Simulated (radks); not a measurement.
K17+, 2 electrons, occupied as [He]. All-electron calculation, Dirac Kohn-Sham, RPBE, spin-unpolarised, spherical densities, point nucleus. Program: a radial shooting solver on a logarithmic mesh with Libxc functionals.

Radial electron density D(r) = 4 pi r^2 rho(r):

```
   r/bohr * D(r) (the largest magnitude, 20.2, reaches the edge; | marks zero)
 0.004173 | *
 0.004485 |  *
 0.004858 |  *
 0.005221 |  *
 0.005656 |   *
 0.006078 |   *
 0.006584 |    *
 0.007075 |     *
 0.007665 |      *
 0.008237 |      *
 0.008923 |        *
 0.009589 |         *
  0.01039 |          *
  0.01116 |           *
  0.01209 |             *
    0.013 |              *
  0.01408 |                *
  0.01513 |                  *
  0.01639 |                    *
  0.01761 |                       *
  0.01908 |                         *
   0.0205 |                            *
  0.02221 |                              *
  0.02387 |                                 *
  0.02586 |                                    *
  0.02779 |                                       *
   0.0301 |                                          *
  0.03235 |                                            *
  0.03505 |                                               *
  0.03766 |                                                 *
   0.0408 |                                                   *
  0.04384 |                                                    *
   0.0475 |                                                     *
  0.05104 |                                                      *
  0.05529 |                                                      *
  0.05942 |                                                     *
  0.06437 |                                                    *
  0.06917 |                                                  *
  0.07494 |                                               *
  0.08053 |                                            *
  0.08724 |                                        *
  0.09375 |                                    *
   0.1016 |                                *
   0.1091 |                           *
   0.1182 |                       *
   0.1271 |                   *
   0.1376 |               *
   0.1479 |           *
   0.1602 |        *
   0.1722 |      *
   0.1865 |    *
   0.2005 |  *
   0.2172 | *
   0.2334 |*
   0.2528 |*
   0.2717 *
   0.2943 *
   0.3163 *
```

D(r) has 1 maximum, at r = 0.0527 bohr.
